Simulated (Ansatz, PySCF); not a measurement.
Gas-phase reaction (SMILES): BrBBr [dibromoborane] -> Br[B]Br + H atom; the B-H bond at the site shown breaks (other sites are not compared here).

Geometries: B3LYP-D3(BJ)/def2-TZVP minima from Ansatz (an electronic-structure program). Cores are frozen in the correlated levels unless marked. UHF or UKS for open shells. Spin-orbit coupling is left out. The frozen core is the preceding noble-gas configuration, with the filled d and f shells of earlier blocks. No relativistic terms. CBS(X,Y): correlation extrapolated as X^-3; Hartree-Fock from the larger set. Thermal terms are rigid-rotor harmonic-oscillator values from B3LYP-D3(BJ) frequencies (Ansatz or PySCF) at 298.15 K and 1 atm. 1 Eh = 627.5095 kcal/mol. Atoms have translation alone. Electronic entropy comes from spin alone.

| species | E, CCSD(T)/CBS(cc-pVTZ,cc-pVQZ) (Ansatz) (Eh) | E, wB97X-V/def2-TZVPD (Ansatz) (Eh) | H - E (Eh) | G - E (Eh) |
|---|---|---|---|---|
| BrBBr | -5170.81659 | -5173.35204 | 0.01851 | -0.01457 |
| Br[B]Br | -5170.14372 | -5172.67851 | 0.00819 | -0.02516 |
| H atom | -0.49995 | -0.50049 | 0.00236 | -0.01065 |

Task: Work out ΔE and ΔH, ΔG, ΔS and the equilibrium constant at 298.15 K at the first level, then ΔH at the second.

Result: 
1. ΔE = [(-5170.14372) + (-0.49995)] - [(-5170.81659)] = 0.17292 Eh = 108.5 kcal/mol at CCSD(T)/CBS(cc-pVTZ,cc-pVQZ).
2. The terms H - E add up to -0.00796 Eh, so ΔH = (0.17292 + (-0.00796))×627.5095 = 103.5 kcal/mol.
3. The terms G - E add up to -0.02124 Eh, so ΔG = 95.2 kcal/mol, and ΔS = (-0.00796 - (-0.02124))×627509.5/298.15 = 28.0 cal/(mol K).
4. log10 K = -ΔG/(RT ln 10) = -69.8, with RT ln 10 = 1.3642 kcal/mol.
5. With ΔH and ΔS taken as constant, ΔG changes sign near ΔH/ΔS = 3700 K, a rough figure that leaves out heat capacities.
6. At wB97X-V/def2-TZVPD the same steps give ΔE = 108.6 and ΔH = 103.6 kcal/mol, a shift of +0.1 from the first level.
7. These values are not checked against measurement here, since the tables used lack a sound gas-phase enthalpy of formation for at least one species.
